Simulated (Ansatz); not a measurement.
The cluster Sn₈, relaxed as a singlet with RKS PBE-D4/def2-SVP in Ansatz, starting from the GFN1-xTB geometry. Force threshold 0.03 eV/Å.

In the def2 sets Sn takes a core potential; there is no spin–orbit coupling. Another isomer (singlet) lies 0.69 eV lower at PBE0-D4/def2-TZVP; other spin states weren't run for this one.

Start:

Cartesian coordinates in Å:
```
Sn -1.014 -1.138 -1.844
Sn 1.248 -1.892 0.175
Sn 2.658 0.282 1.242
Sn -1.969 1.879 1.499
Sn 0.413 -3.500 -1.859
Sn -2.338 1.273 -1.338
Sn 0.228 0.889 -0.179
Sn 0.774 2.206 2.304
```

(1) Estimate the energy that the relaxation releases and the steps that it takes.

(2) Does the start keep its bonding?

(3) Predict the relaxed structure.

## Answers

(1) 39.7 kcal/mol, in 21 steps; 88 s on 4 threads of Arm Neoverse V2 on a shared host. No frequencies were taken in this run, so the end may be a saddle point.

(2) Bonds formed: Sn1–Sn4, Sn2–Sn4, Sn4–Sn5 (atoms count from 1).

(3) 
```csv
atom,x (Å),y (Å),z (Å)
Sn1,-0.7717,-0.8176,-2.1525
Sn2,1.3888,-1.3114,0.3115
Sn3,3.0869,0.8672,0.9700
Sn4,-1.6936,-0.1956,0.8494
Sn5,-0.8391,-3.0322,-0.3127
Sn6,-2.2475,1.6193,-1.4742
Sn7,0.5388,1.6156,-0.6094
Sn8,0.5375,1.2547,2.4178
```
Bond lengths (bridged metal pairs left out): 17 × Sn–Sn 2.84 to 3.32 Å.
